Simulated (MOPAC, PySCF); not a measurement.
[Cd(F)2], neutral singlet in the gas phase. 

Cartesian coordinates (Å):
```xyz
3

Cd     0.0000     0.0000     0.0000
F     -1.7647     0.5530     0.5477
F      1.7647    -0.5530    -0.5477
```
Charge 0, multiplicity 1.

All levels are single points at this geometry (BP86-D3(BJ)/def2-SVP); Pople sets use spherical d functions. Orbital energies aren't observables, and empty levels follow the basis.

TPSSh-D3(BJ)/def2-TZVP in PySCF gives HOMO (eV) = -8.98.

**Question.** Estimate the HOMO (eV) from each of these levels: PBE/6-31G* (LANL2DZ on Cd) in PySCF; SVWN5/6-31G* (LANL2DZ on Cd) in PySCF; HF/6-31G* (LANL2DZ on Cd) in PySCF; PM3 in MOPAC; PM6 in MOPAC.

**Answer.** 
| level | HOMO (eV) |
|---|---|
| PBE/6-31G* (LANL2DZ on Cd) in PySCF | -7.25 |
| SVWN5/6-31G* (LANL2DZ on Cd) in PySCF | -7.53 |
| HF/6-31G* (LANL2DZ on Cd) in PySCF | -14.36 |
| PM3 in MOPAC | -12.93 |
| PM6 in MOPAC | -12.26 |
